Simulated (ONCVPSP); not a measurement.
Scattering properties, ONCV potential for Co

ONCVPSP 4.0.1 input, shortened (lines: element, Z, core and valence counts, functional; n l f; lmax; l rc ep ncon nbas qcut; lloc lpopt rc5 dvloc0; l nproj debl; icmod fcfact rcfact), LDA (Perdew-Wang 92), non-relativistic:

```
  Co 27.00    3    3  -001012      upf
    1    0    2.00
    2    0    2.00
    2    1    6.00
    3    0    2.00
    3    1    6.00
    3    2    7.00
    2
    0    1.00    0.00    4    7   12.80
    1    0.90    0.00    4    8    7.70
    2    1.60    0.00    3    8    8.40
    4    2    0.80    0.00
    0    2    0.90
    1    1    2.60
    2    3    3.80
    3    5.75    1.70
```

In the s channel the program set the typed energies aside and used -4.351, 0.250 Ha.

The phase is arctan(r·R′/R) of the radial function R(r), unwrapped; energies in Ha, scanned from -6 to 5 Ha. A pole is an energy at which the radial function vanishes at the test radius. The pseudo phase is shifted by a multiple of π to meet the all-electron one at the reference energy, and phase errors are pseudo minus all-electron; the curves can meet again beyond the range given. Levels narrower than the energy grid can be missing from the lists of poles.

**Question.** For each channel, where are the poles, and over which energies does the pseudopotential scatter like the atom?

**Answer.**

| channel | radius (bohr) | reference energy (Ha) | poles, all-electron | poles, pseudo | unbroken range about the reference energy with phases within 0.05 rad | phase error 1 Ha above the reference energy (rad) |
| --- | --- | --- | --- | --- | --- | --- |
| s | 1.01 | -4.35 | -1.56 | -1.56 | the whole range | -0.000 |
| p | 0.91 | -3.09 | 1.46 | 1.27 | the whole range | -0.001 |
| d | 1.63 | -1.01 | -0.61 | -0.61 | the whole range | -0.000 |

Phases in the s channel:

```json
{"E (Ha)": "-5.96", "all-electron": "-0.438", "pseudo": "-0.438"}
{"E (Ha)": "-5.68", "all-electron": "-0.644", "pseudo": "-0.644"}
{"E (Ha)": "-5.40", "all-electron": "-0.817", "pseudo": "-0.817"}
{"E (Ha)": "-5.12", "all-electron": "-0.957", "pseudo": "-0.957"}
{"E (Ha)": "-4.84", "all-electron": "-1.069", "pseudo": "-1.069"}
{"E (Ha)": "-4.56", "all-electron": "-1.159", "pseudo": "-1.159"}
{"E (Ha)": "-4.28", "all-electron": "-1.233", "pseudo": "-1.233"}
{"E (Ha)": "-4.00", "all-electron": "-1.293", "pseudo": "-1.293"}
{"E (Ha)": "-3.72", "all-electron": "-1.344", "pseudo": "-1.344"}
{"E (Ha)": "-3.44", "all-electron": "-1.387", "pseudo": "-1.387"}
{"E (Ha)": "-3.16", "all-electron": "-1.424", "pseudo": "-1.424"}
{"E (Ha)": "-2.88", "all-electron": "-1.456", "pseudo": "-1.456"}
{"E (Ha)": "-2.60", "all-electron": "-1.485", "pseudo": "-1.485"}
{"E (Ha)": "-2.32", "all-electron": "-1.511", "pseudo": "-1.511"}
{"E (Ha)": "-2.04", "all-electron": "-1.534", "pseudo": "-1.534"}
{"E (Ha)": "-1.76", "all-electron": "-1.556", "pseudo": "-1.556"}
{"E (Ha)": "-1.48", "all-electron": "-1.576", "pseudo": "-1.576"}
{"E (Ha)": "-1.20", "all-electron": "-1.595", "pseudo": "-1.595"}
{"E (Ha)": "-0.92", "all-electron": "-1.613", "pseudo": "-1.613"}
{"E (Ha)": "-0.64", "all-electron": "-1.630", "pseudo": "-1.630"}
{"E (Ha)": "-0.36", "all-electron": "-1.646", "pseudo": "-1.646"}
{"E (Ha)": "-0.08", "all-electron": "-1.662", "pseudo": "-1.662"}
{"E (Ha)": "0.20", "all-electron": "-1.678", "pseudo": "-1.678"}
{"E (Ha)": "0.48", "all-electron": "-1.694", "pseudo": "-1.694"}
{"E (Ha)": "0.76", "all-electron": "-1.709", "pseudo": "-1.709"}
{"E (Ha)": "1.04", "all-electron": "-1.725", "pseudo": "-1.725"}
{"E (Ha)": "1.32", "all-electron": "-1.741", "pseudo": "-1.741"}
{"E (Ha)": "1.60", "all-electron": "-1.758", "pseudo": "-1.758"}
{"E (Ha)": "1.88", "all-electron": "-1.775", "pseudo": "-1.775"}
{"E (Ha)": "2.16", "all-electron": "-1.793", "pseudo": "-1.793"}
{"E (Ha)": "2.44", "all-electron": "-1.812", "pseudo": "-1.812"}
{"E (Ha)": "2.72", "all-electron": "-1.832", "pseudo": "-1.832"}
{"E (Ha)": "3.00", "all-electron": "-1.853", "pseudo": "-1.853"}
{"E (Ha)": "3.28", "all-electron": "-1.876", "pseudo": "-1.877"}
{"E (Ha)": "3.56", "all-electron": "-1.902", "pseudo": "-1.902"}
{"E (Ha)": "3.84", "all-electron": "-1.930", "pseudo": "-1.930"}
{"E (Ha)": "4.12", "all-electron": "-1.961", "pseudo": "-1.961"}
{"E (Ha)": "4.40", "all-electron": "-1.995", "pseudo": "-1.996"}
{"E (Ha)": "4.68", "all-electron": "-2.035", "pseudo": "-2.036"}
{"E (Ha)": "4.96", "all-electron": "-2.080", "pseudo": "-2.081"}
```
